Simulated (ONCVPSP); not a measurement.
What one change does to a pseudopotential (caesium, ONCV)

caesium (Cs), optimised norm-conserving Vanderbilt (ONCV), made with ONCVPSP 4.0.1 (PBE, scalar-relativistic). Core [Kr] 4d10, reference 5s2 5p6 6s1. Waves: 5s+6s: rc 3.40 bohr, ncon 4, nbas 8, qcut 3.2 1/bohr, 2 projectors; 5p: rc 1.90 bohr, ncon 5, nbas 9, qcut 4 1/bohr, 2 projectors, debl 3.8 Ha; d scattering state at 0.28 Ha: rc 3.70 bohr, ncon 4, nbas 8, qcut 3 1/bohr, 3 projectors, debl 1.6 Ha. Local part: polynomial inside 1.35 bohr (lpopt 4, dvloc0 3 Ha). Core correction: Teter function, fcfact 4.5, rcfact 1.1.

In the d channel the program set the typed energies aside and used 0.050, 1.650, 3.250 Ha.

Change: s: qcut 2.9; p: qcut 3.6; d: qcut 2.7.

Cutoffs: the cutoffs (Ha) at which the residual kinetic energy of the hardest occupied pseudo-wave falls to 1 and 0.1 mHa per electron; they do not see the model core or the augmentation charge, which bear on the density cutoff. Errors are all-electron minus pseudo energies relative to the spin-unpolarised reference configuration.

Question: What does the change do?

Answer: The potential gets harder (19 Ha and 61 Ha → 33 Ha and 65 Ha); the lowest positive-energy flag moves from s at 31.8 eV to d at 3.9 eV; the errors of the 4 common tests hardly move; the range in which the d phases agree narrows (upper end at the end of the scan → 0.1); neither file shows a bound ghost.

| quantity | base | changed |
| --- | --- | --- |
| cutoff, loose | 19 Ha | 33 Ha |
| cutoff, tight | 61 Ha | 65 Ha |
| loose cutoff by channel | s 2.2 Ha, p 19 Ha | s 2.3 Ha, p 33 Ha |
| bound ghosts | none | none |
| GHOST(+) flags under 300 eV | s at 31.8 eV, d at 282.2 eV | d at 3.9 eV, s at 30.7 eV |
| error for 5s2 5p6 6s0, meV [ΔE 3.86 eV] | -0.6 | -0.7 |
| error for 5s2 5p6 6s0.5, meV [ΔE 1.47 eV] | -0.1 | -0.1 |
| error for 5s2 5p6 6s0 6p1, meV [ΔE 1.37 eV] | +0.1 | 0.0 |
| error for 5s1 5p6 6s1, meV [ΔE 31.68 eV] | -351 | -351 |
| s: phases at 3.46 bohr within 0.05 rad from the reference energy up to (Ha; the scan ends near 5) | 0.9 | 0.9 |
| p: phases at 1.93 bohr within 0.05 rad from the reference energy up to (Ha; the scan ends near 5) | 4.5 | 4.5 |
| d: phases at 3.76 bohr within 0.05 rad from the reference energy up to (Ha; the scan ends near 5) | to the end of the scan | 0.1 |
| rms error of d²Exc/dni dnj with the model core, mHa | 1.03 | 1.05 |
